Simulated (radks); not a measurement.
Task: The table gives one normalised radial function P(r) = r R(r) of Bi+ in [Hg] 6p2 (r in bohr). Method: scalar-relativistic Kohn-Sham, PBE, spin-polarised, spherical densities, finite nucleus; open shells are filled with parallel spins first (spin-orbit coupling, left out, can overturn this in heavy ions); Fermi nuclear charge, rms radius 5.5211 fm; computed with a radial shooting solver on a logarithmic mesh with Libxc functionals.

r,P
0.001515,0.0019
0.00239,0.0039
0.00377,0.0081
0.005949,0.0165
0.009461,0.0324
0.01493,0.0577
0.02355,0.0880
0.03746,0.0977
0.0591,0.0373
0.09324,-0.0934
0.1471,-0.1207
0.234,0.1055
0.3691,0.1628
0.5824,-0.2070
0.9263,-0.2302
1.461,0.3359
2.306,0.6836
3.638,0.4601
5.786,0.1191
9.129,0.0087

Which n and l does it have? It may be an empty orbital.

Result: n = 6, l = 1: the number of nodes gives n - l - 1 = 4, the rise at small r (about r^(l+1), flatter next to the nucleus through relativity) gives l, and the extent must fit the shell. The curve is that of 6p up; the table hardly tells the two spins apart. 6p up: eigenvalue -12.038 eV, 4 radial nodes at r = 0.0681, 0.195, 0.463, 1.14 bohr, <r> = 2.78 bohr, 90 % of the charge inside 4.10 bohr.
